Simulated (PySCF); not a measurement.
# Correlation energy of S²⁺ (sulfur, charge +2)

[Ne] 3s1 3p2 4s1, high-spin 5P determinant (an excited configuration). All numbers are calculated (PySCF 2.14, scalar relativity by spin-free X2C-1e, in aug-cc-pCVTZ-DK). Frozen: [Ne]; 4 electrons correlated.

MP2 pair energies summed by pair of shells (mhartree):

```tsv
pair	energy	share (%)
3p-4s	-7.88	37.6
3p-3p	-7.34	35.0
3s-3p	-4.11	19.6
3s-4s	-1.62	7.7
```

Total MP2 correlation energy: -20.95 mhartree.

Same-spin part -20.95 and opposite-spin part 0.00 mhartree; SCS-MP2 scales them by 1/3 and 6/5 to -6.98 mhartree.
